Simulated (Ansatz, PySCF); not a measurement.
This PySCF input computes a BLYP/def2-TZVPD energy:

```python
from pyscf import gto, scf, dft

mol = gto.M(
    atom='''
    N    -0.00000000   -0.00000000   -1.25788698
    C    -0.00000000   -0.00000000   -0.07148933
    O     0.00000000    0.00000000    1.15426811
    ''',
    basis='def2-tzvpd',
    charge=-1,
    spin=0,
    verbose=4,
)

mf = dft.RKS(mol, xc='blyp').density_fit(auxbasis='def2-universal-jkfit')
mf.grids.level = 3
mf.conv_tol = 1e-9
mf.max_cycle = 100
mf.max_memory = 1500
mf.kernel()
if not mf.converged:
    mf = mf.newton()
    mf.kernel(mf.make_rdm1())
mf.analyze()
```

Write an input for the same energy in Ansatz (a program for electronic structure) and say what it gives.


Ansatz 0.2 input:
```yaml
crystal:
  periodic: [false, false, false]
  atoms:
    - {symbol: N, position_ang: [-0.00000000, -0.00000000, -1.25788698]}
    - {symbol: C, position_ang: [-0.00000000, -0.00000000, -0.07148933]}
    - {symbol: O, position_ang: [0.00000000, 0.00000000, 1.15426811]}
basis:
  gaussian:
    orbitals: def2-TZVPD
hamiltonian:
  xc: {name: BLYP}
total_charge: -1
output: {forces: true}
```
It gives -168.18135 Eh, and PySCF -168.18137 Eh, a difference of 0.02 mEh, from the treatment of integrals and grids.

It need not be the lowest isomer of its formula. Whether it binds its extra electron was not tested at this geometry.
